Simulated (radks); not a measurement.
Question: The mean radii <r> (bohr) of the occupied orbitals of an atom or ion are listed with their occupations. Calculated with a radial shooting solver on a logarithmic mesh with Libxc functionals: Dirac Kohn-Sham, PBE, spin-unpolarised, spherical densities, finite nucleus; Fermi nuclear charge, rms radius of each element as measured or else 0.836 A^(1/3) + 0.57 fm.

orbital  occ.      <r>
1s1/2       2  0.09057
2s1/2       2   0.4015
2p1/2       2   0.3512

Name the element and its charge. Open shells, if any, fill j = l - 1/2 first.

Answer: Z = 17, chlorine, charge +11: Cl11+ in [He] 2s2 2p2. The 1s radius gives Z: for a bare nucleus <r> = (2 gamma + 1)/(2Z) with gamma = sqrt(1 - (Z/c)^2), 0.08778 bohr for Z = 17, and screening makes it slightly larger (0.09057 here). The occupations add up to 6, and the charge is Z minus that.
